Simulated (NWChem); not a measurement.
System: GaHI₂; SMILES [I][GaH][I]

Computed with NWChem. Medium grid unless said otherwise, to which SCAN and Minnesota functionals are sensitive. The geometry was optimised at PBE0/def2-SVP. def2 effective core potentials on I; no spin-orbit coupling. Hybrids' shares of exact exchange are those that their runs print; pure functionals count as 0. The functionals differ in more than this share.

```csv
row,share of exact exchange,highest occupied level (eV)
PBE/def2-SVP,0.00,-6.51
revPBE/def2-SVP,0.00,-6.46
TPSSh/def2-SVP,0.10,-7.08
B3LYP/def2-SVP,0.20,withheld
M06-2X/def2-SVP,0.54,-8.80
```

Problem. Fit a straight line of the last column on the one before it, predict the withheld value, and compare with the run.

Solution. 
1. Means of the 4 shown rows: x = 0.160, y = -7.212. Slope Σ(x − x̄)(y − ȳ)/Σ(x − x̄)² = -0.8440/0.1992 = -4.237; intercept -6.535.
2. The shown rows scatter about the line by 0.073 (root mean square); the largest residual is -0.12, at TPSSh/def2-SVP.
3. At x = 0.20 (B3LYP/def2-SVP; inside the shown range) the line gives -7.38.
4. The run gives -7.35, +0.03 from the line, 0.4 times the scatter.
